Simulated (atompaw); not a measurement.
**Logarithmic derivatives: vanadium (V), PAW (atompaw)**

atompaw 4.2.0.5 input, output lines left out:

```
V 23
GGA-PBE scalarrelativistic loggrid 1500 logderivrange -2 5 176
4 4 3 0 0 0
4 0 1
4 1 0
3 2 4
0 0 0
c
c
c
v
c
c
v
v
2
2.75 2.65 2.00 1.55
y
0.55
n
y
1.1
n
y
0.3
n
custom rrkj gramschmidtortho sinc
bessel
2.75
2.75
2.75
2.75
2.05
2.05
```

The phase is arctan(r·u′/u) with u = r·R(r), unwrapped; energies in Ry, scanned from -2 to 5 Ry. A pole is an energy at which the radial function vanishes at the test radius. The pseudo phase is shifted by a multiple of π to meet the all-electron one at the reference energy, and phase errors are pseudo minus all-electron; the curves can meet again beyond the range given. Levels narrower than the energy grid can be missing from the lists of poles.

```
channel  radius (bohr)  reference energy (Ry)  poles, all-electron  poles, pseudo  unbroken range about the reference energy with phases within 0.05 rad  phase error 1 Ry above the reference energy (rad)
      s           2.75                  -0.28                 1.78     1.77, 4.09                                                              below 3.1                                             -0.000
      p           2.75                  -0.08                 2.66     2.49, 4.36                                                              below 2.8                                             -0.000
      d           2.75                  -0.18           0.04, 4.10     0.04, 4.20                                                        the whole range                                             +0.000
```

Phases in the s channel:

| E (Ry) | all-electron | pseudo |
| --- | --- | --- |
| -2.00 | 1.255 | 1.254 |
| -1.76 | 1.223 | 1.223 |
| -1.52 | 1.182 | 1.182 |
| -1.28 | 1.126 | 1.126 |
| -1.04 | 1.043 | 1.043 |
| -0.80 | 0.912 | 0.912 |
| -0.56 | 0.680 | 0.680 |
| -0.32 | 0.246 | 0.246 |
| -0.08 | -0.389 | -0.389 |
| 0.16 | -0.883 | -0.883 |
| 0.40 | -1.152 | -1.152 |
| 0.64 | -1.303 | -1.303 |
| 0.88 | -1.397 | -1.397 |
| 1.12 | -1.461 | -1.461 |
| 1.36 | -1.509 | -1.509 |
| 1.60 | -1.547 | -1.548 |
| 1.84 | -1.578 | -1.580 |
| 2.08 | -1.606 | -1.609 |
| 2.32 | -1.632 | -1.638 |
| 2.56 | -1.657 | -1.667 |
| 2.80 | -1.683 | -1.701 |
| 3.04 | -1.710 | -1.745 |
| 3.28 | -1.740 | -1.820 |
| 3.52 | -1.775 | -2.042 |
| 3.76 | -1.818 | -4.072 |
| 4.00 | -1.874 | -4.657 |
| 4.24 | -1.953 | -4.774 |
| 4.48 | -2.073 | -4.842 |
| 4.72 | -2.278 | -4.902 |
| 4.96 | -2.658 | -4.969 |
